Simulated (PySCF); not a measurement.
Ionisation energy of Tm⁴⁴⁺ by level of theory

Tm⁴⁴⁺ [Ar] 3d7 [3d3/2^4 3d5/2^3, M_J = 9/2] → Tm⁴⁵⁺ [Ar] 3d6 [3d3/2^4 3d5/2^2, M_J = 4], as a difference of total energies. All numbers are calculated (PySCF 2.14, the two-component X2C-1e Hamiltonian, in an even-tempered Gaussian basis (16 s from 10 bohr⁻², ratio 2.8; 12 p from 13 bohr⁻², ratio 2.8; 8 d from 13 bohr⁻², ratio 2.8; 3 f from 48 bohr⁻², ratio 3)). Correlated levels: [Ne] frozen; the 74 highest virtual spinors dropped. "Screened" scales the spin-orbit matrix elements by Boettger's factors to mimic the two-electron term; Breit and QED terms are absent.

```csv
method,ionisation energy (eV)
GHF (spin-free),3665.1
GMP2 (spin-free),3666.1
GHF (screened spin-orbit),3655.0
GMP2 (screened spin-orbit),3655.3
```

Breit and QED terms and the two-electron picture change are absent.

The spin-free rows relax to the high-spin LS determinant and lack the spin-orbit shift.

The labels give the starting determinants; with spin-orbit coupling the two ends relaxed to ⟨J²⟩ = 24.75, ⟨L²⟩ = 15.64, ⟨S²⟩ = 2.62 and ⟨J²⟩ = 20.01, ⟨L²⟩ = 12.19, ⟨S²⟩ = 3.10.

For comparison: 3653 ± 4 eV (theoretical estimate listed by NIST; NIST Atomic Spectra Database, ionization energies).
